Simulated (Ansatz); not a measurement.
Consider the substitution at a C–C bond: `CC(C)(C)CO` + `F[SiH](S)S` → `CS[SiH](F)S` + `CC(C)CO`.

Program: Ansatz. Geometries: PBE0-D4/def2-TZVP. ΔE: electronic, gas phase. CCSD(T)/CBS adds triple-zeta CCSD(T) − MP2 to the extrapolated MP2 energy (def2 sets, frozen cores). Functionals use def2-TZVPP. B3LYP here is the variant with VWN-RPA as its local correlation; programs differ in this. Each species was taken in one conformer, which may not be the lowest.

(1) Is it downhill or uphill in electronic energy at CCSD(T)/CBS, and by how much? (Best estimate.)

(2) What do these levels give: PBE-D4, PBE0-D4, PBE0, B3LYP, CCSD(T)/def2-TZVPP, MP2/CBS(def2)? (Best estimate.)

Largest T1 diagnostic among the species: 0.012.

## Answers

(1) The calculation gave: Uphill: ΔE = +19.1 kJ/mol.

(2) Ansatz gave: PBE-D4 11.1, PBE0-D4 13.4, PBE0 11.7, B3LYP 8.3, CCSD(T)/def2-TZVPP 22.9, MP2/CBS(def2) 20.0 kJ/mol.

In def2-TZVPP, CCSD(T) changes the Hartree–Fock value by +12.7 kJ/mol (the triples alone add +0.6 kJ/mol) and MP2 by +13.6 kJ/mol. The D4 term adds +3.1 kJ/mol with B3LYP and +1.7 kJ/mol with PBE0; it sums over pairs of atoms, weighted by their polarisabilities, and B3LYP, whose exchange is more repulsive, gets the larger term.
